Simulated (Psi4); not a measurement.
C2H5BO (SMILES C=CBO), singlet, geometry from GFN2-xTB; FNO-CCSD(T)/def2-SVP in Psi4.

Here is a job for Psi4.
```
memory 2 GB

molecule mol {
0 1
  B    -0.148317    0.120806    0.780982
  H    -0.809846   -0.579447    1.449804
  C     0.097369   -0.178333   -0.737641
  C    -0.405947   -1.221715   -1.388603
  H     0.720811    0.508118   -1.307731
  H    -0.222576   -1.407411   -2.436706
  H    -1.031738   -1.941369   -0.885910
  O     0.376988    1.181654    1.396510
  H     0.920492    1.763134    0.861012
}

set basis def2-svp
set reference rhf
set freeze_core true

energy('fno-ccsd(t)')
print_variables()
```

Output, abridged:

```
   => Loading Basis Set <=

    Name: DEF2-SVP
    Role: ORBITAL
    Keyword: BASIS

         ---------------------------------------------------------
                                   SCF
               by Justin Turney, Rob Parrish, Andy Simmonett
                          and Daniel G. A. Smith
                              RHF Reference
         ---------------------------------------------------------

  ==> Geometry <==

    Molecular point group: c1
    Full point group: C1

    Geometry (in Angstrom), charge = 0, multiplicity = 1:

       Center              X                  Y                   Z               Mass
    ------------   -----------------  -----------------  -----------------  -----------------
         B           -0.153097618630     0.089403019040     0.725979606380    11.009305360000
         H           -0.814626618630    -0.610849980960     1.394801606380     1.007825032230
         C            0.092588381370    -0.209735980960    -0.792643393620    12.000000000000
         C           -0.410727618630    -1.253117980960    -1.443605393620    12.000000000000
         H            0.716030381370     0.476715019040    -1.362733393620     1.007825032230
         H           -0.227356618630    -1.438813980960    -2.491708393620     1.007825032230
         H           -1.036518618630    -1.972771980960    -0.940912393620     1.007825032230
         O            0.372207381370     1.150251019040     1.341507606380    15.994914619570
         H            0.915711381370     1.731731019040     0.806009606380     1.007825032230

  Running in c1 symmetry.

  Rotational constants: A =      1.38724  B =      0.13525  C =      0.12323 [cm^-1]
  Rotational constants: A =  41588.45140  B =   4054.57083  C =   3694.39431 [MHz]
  Nuclear repulsion =   99.084480150188099

  Charge       = 0
  Multiplicity = 1
  Electrons    = 30
  Nalpha       = 15
  Nbeta        = 15

  ==> Algorithm <==

  SCF Algorithm Type is PK.
  DIIS enabled.
  MOM disabled.
  Fractional occupation disabled.
  Guess Type is SAD.
  Energy threshold   = 1.00e-08
  Density threshold  = 1.00e-08
  Integral threshold = 1.00e-12

  ==> Primary Basis <==

  Basis Set: DEF2-SVP
    Blend: DEF2-SVP
    Number of shells: 39
    Number of basis functions: 81
    Number of Cartesian functions: 85
    Spherical Harmonics?: true
    Max angular momentum: 2

  ==> Integral Setup <==

  Using in-core PK algorithm.
   Calculation information:
      Number of atoms:                   9
      Number of AO shells:              39
      Number of primitives:             73
      Number of atomic orbitals:        85
      Number of basis functions:        81

      Integral cutoff                 1.00e-12
      Number of threads:                 1

  Performing in-core PK
  Using 11032362 doubles for integral storage.
  We computed 285619 shell quartets total.
  Whereas there are 304590 unique shell quartets.

  ==> DiskJK: Disk-Based J/K Matrices <==

    J tasked:                  Yes
    K tasked:                  Yes
    wK tasked:                  No
    Schwarz Cutoff:          1E-12

  Minimum eigenvalue in the overlap matrix is 2.9113854762E-03.
  Reciprocal condition number of the overlap matrix is 5.3184650686E-04.
    Using symmetric orthogonalization.

  ==> Pre-Iterations <==

  SCF Guess: Superposition of Atomic Densities via on-the-fly atomic UHF (no occupation information).

   -------------------------
    Irrep   Nso     Nmo
   -------------------------
     A         81      81
   -------------------------
    Total      81      81
   -------------------------

  ==> Iterations <==

                        Total Energy        Delta E     RMS |[F,P]|

   @RHF iter SAD:  -177.04515158493200   -1.77045e+02   0.00000e+00
   @RHF iter   1:  -177.98174267653238   -9.36591e-01   5.63547e-03 DIIS/ADIIS
   @RHF iter   2:  -178.07004268923117   -8.83000e-02   2.81589e-03 DIIS/ADIIS
   @RHF iter   3:  -178.09021280556303   -2.01701e-02   4.98458e-04 DIIS/ADIIS
   @RHF iter   4:  -178.09122476497828   -1.01196e-03   1.57644e-04 DIIS/ADIIS
   @RHF iter   5:  -178.09132733084618   -1.02566e-04   2.73883e-05 DIIS
   @RHF iter   6:  -178.09133216552547   -4.83468e-06   8.75928e-06 DIIS
   @RHF iter   7:  -178.09133281165725   -6.46132e-07   3.54549e-06 DIIS
   @RHF iter   8:  -178.09133288620063   -7.45434e-08   9.55538e-07 DIIS
   @RHF iter   9:  -178.09133289727345   -1.10728e-08   3.45454e-07 DIIS
   @RHF iter  10:  -178.09133289819601   -9.22569e-10   8.47077e-08 DIIS
   @RHF iter  11:  -178.09133289826673   -7.07132e-11   2.61021e-08 DIIS
   @RHF iter  12:  -178.09133289827344   -6.70752e-12   6.53297e-09 DIIS
  Energy and wave function converged.

  ==> Post-Iterations <==

    Orbital Energies [Eh]
    ---------------------

    Doubly Occupied:

[...]
    Virtual:

[...]
    Final Occupation by Irrep:
              A
    DOCC [    15 ]
    NA   [    15 ]
    NB   [    15 ]

  @RHF Final Energy:  -178.09133289827344

   => Energetics <=

    Nuclear Repulsion Energy =             99.0844801501880994
    One-Electron Energy =                -437.6728703723661056
    Two-Electron Energy =                 160.4970573239045848
    Total Energy =                       -178.0913328982734356

Computation Completed

Properties will be evaluated at   0.000000,   0.000000,   0.000000 [a0]

Properties computed using the SCF density matrix

 Multipole Moments:

 ------------------------------------------------------------------------------------
     Multipole            Electronic (a.u.)      Nuclear  (a.u.)        Total (a.u.)
 ------------------------------------------------------------------------------------

 L = 1.  Multiply by 2.5417464519 to convert [e a0] to [Debye]
 Dipole X            :          0.5726738           -0.2710331            0.3016407
 Dipole Y            :          1.9142227           -1.7802929            0.1339298
 Dipole Z            :          2.3921716           -3.1181933           -0.7260217
[...]
      * MP2 total energy:                   -178.624174798276
[...]
        *                                                        *
        **********************************************************

        CC integral sort will use                    223.78 mb

        Number of (ab|cd) temporary files:                2
        Number of (ab|ci) temporary files:                3
        Starting temporary file number:                 270

        *****************************************************
        *                                                   *
        *                       CCSD                        *
        *                  Eugene DePrince                  *
        *                                                   *
        *****************************************************

  ==> Input parameters <==

        Freeze core orbitals?                 yes
        Use frozen natural orbitals?          yes
        r_convergence:                  1.000e-07
        e_convergence:                  1.000e-06
        Number of DIIS vectors:                 8
        Number of frozen core orbitals:         4
        Number of active occupied orbitals:    11
        Number of active virtual orbitals:     66
        Number of frozen virtual orbitals:      0

  ==> Memory <==

        minimum memory requirements for CCSD =         12.15 mb
        (T) algorithm:                                  8.77 mb (low-memory)
        memory requirements for CCSD(T) =               8.77 mb

  ==> Define tiling <==

        v(ab,cd) diagrams will be evaluated in   1 blocks.
        v(ab,ci) diagrams will be evaluated in   1 blocks over ov2.
        v(ab,ci) diagrams will be evaluated in   1 blocks over ov.

  Allocate cpu memory (    49.45 mb).....done.
  Initialize cpu memory..................done.

  ==> MP4(SDQ) <==

  Begin singles and doubles coupled cluster iterations

   Iter  DIIS          Energy       d(Energy)          |d(T)|     time
      0   0 1   -0.5681285498   -0.5681285498    0.0207994468        0
      1   1 1   -0.5701797475   -0.0020511977    0.0111257921        1
      2   2 1   -0.5717783093   -0.0015985618    0.0053532582        0
      3   3 1   -0.5723024173   -0.0005241080    0.0029018535        1
      4   4 1   -0.5722091316    0.0000932857    0.0006271816        0
      5   5 1   -0.5721781837    0.0000309479    0.0002664431        1
      6   6 1   -0.5721829970   -0.0000048133    0.0000764808        1
      7   7 1   -0.5721845604   -0.0000015634    0.0000237439        1
      8   8 1   -0.5721843761    0.0000001843    0.0000073677        0
      9   8 2   -0.5721841934    0.0000001827    0.0000019777        1
     10   8 3   -0.5721841697    0.0000000237    0.0000006711        1
     11   8 4   -0.5721841761   -0.0000000063    0.0000001912        0
     12   8 5   -0.5721841789   -0.0000000029    0.0000000651        1

  CCSD iterations converged!

        T1 diagnostic:                         0.013640459503
        D1 diagnostic:                         0.046763012827

        OS MP2 FNO correction:                 0.000000000000
        SS MP2 FNO correction:                 0.000000000000
        MP2 FNO correction:                    0.000000000000

        OS MP2 correlation energy:            -0.405163307999
        SS MP2 correlation energy:            -0.127678592004
        MP2 correlation energy:               -0.532841900003
      * MP2 total energy:                   -178.624174798276

        OS MP2.5 correlation energy:          -0.424147663251
        SS MP2.5 correlation energy:          -0.124011940241
        MP2.5 correlation energy:             -0.548159603492
      * MP2.5 total energy:                 -178.639492501766

        OS MP3 correlation energy:            -0.443132018503
        SS MP3 correlation energy:            -0.120345288479
        MP3 correlation energy:               -0.563477306982
      * MP3 total energy:                   -178.654810205255

        OS MP4(SDQ) correlation energy:       -0.453291847291
        SS MP4(SDQ) correlation energy:       -0.112222134853
        MP4(SDQ) correlation energy:          -0.571529804900
      * MP4(SDQ) total energy:              -178.662862703173

        OS CCSD correlation energy:           -0.455988336255
        SS CCSD correlation energy:           -0.116195842664
        CCSD correlation energy:              -0.572184178918
      * CCSD total energy:                  -178.663517077192

  Total time for CCSD iterations:        5.67 s (user)
                                         2.02 s (system)
                                            8 s (total)

  Time per iteration:                    0.44 s (user)
                                         0.16 s (system)
                                         0.67 s (total)

        ==> Resort (ov|vv) integrals for low-memory (T) computation <==

        *******************************************************
        *                                                     *
        *                      CCSD(T)                        *
        *                                                     *
        *******************************************************

        Using low-memory algorithm.

        num_threads:                      1
        memory requirements:        8.77 mb

        Number of abc combinations: 50116

        Computing (T) correction...

        % complete  total time
              10.0
              20.0
              30.0
              40.0
              50.0
              60.0
              70.0
              80.0
              90.0

        (T) energy                            -0.017440709667

        CCSD(T) correlation energy            -0.589624888585
      * CCSD(T) total energy                -178.680957786858

  Variable Map:
  ----------------------------------------------------------------------------
[...]
  Array Variable Map:
  ----------------------------------------------------------------------------
[...]
[...]
```
